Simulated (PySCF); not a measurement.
## Stretching PbSe

Set-up: Pb def2-TZVPP with ECP60, Se def2-TZVPP; scalar-relativistic core potentials (PySCF 2.14). Energies in eV from Pb + Se in their ground configurations at the same level. All curves are PBE0. state 1: ¹Σ⁺ (singlet), closed shell; state 2: triplet, unpaired electrons π ↑↑, a mixture of terms (⟨Lz²⟩ = 2.0), a second solution, started from another occupation; state 3: ⁵Π (quintet), unpaired electrons σ ↑, π ↑↑↑, a second solution, started from another occupation.

```tsv
R (Å)	state 1	state 2	state 3
2.068	-2.688	0.915	3.8552
2.164	-3.590	-0.406	2.5792
2.261	-4.083	-1.299	1.6984
2.333	-4.256	-1.760	1.2261
2.405	-4.304	-2.082	0.8728
2.477	-4.257	-2.296	0.6109
2.573	-4.086	-2.451	0.3652
2.694	-3.756	-2.493	0.1734
2.838	-3.263	-2.399	0.0473
3.030	-2.542	-2.133	-0.0245
```

Q: Put a parabola through the three lowest points of the state 1 curve and estimate Re, k and ωe (reduced mass 57.73 u; 1 eV/Å² = 0.16022 mdyn/Å; ωe = 1302.8·√(k/μ) cm⁻¹).

A: Through R = 2.333, 2.405, 2.477 Å the second-order coefficient is 9.16 eV/Å², so Re ≈ 2.405 Å, k ≈ 2.94 mdyn/Å and ωe ≈ 294 cm⁻¹. A polynomial fit of higher order to the unrounded PBE0 energies gives Re = 2.402 Å, k = 2.95 mdyn/Å, ωe = 294 cm⁻¹; anharmonicity and rounding make the difference.

The higher-order fit for each curve: state 1: Re = 2.402 Å, ωe = 294 cm⁻¹, De = 4.30 eV; state 2: Re = 2.671 Å, ωe = 199 cm⁻¹, minimum 2.50 eV below the ground-state fragments. State 3 gave no clean fit.

These are scalar-relativistic numbers at best; spin–orbit coupling would shift them, the dissociation energy most. Counting both spins, an empty level lies below a filled one in some of these solutions, because spin and occupation are held.
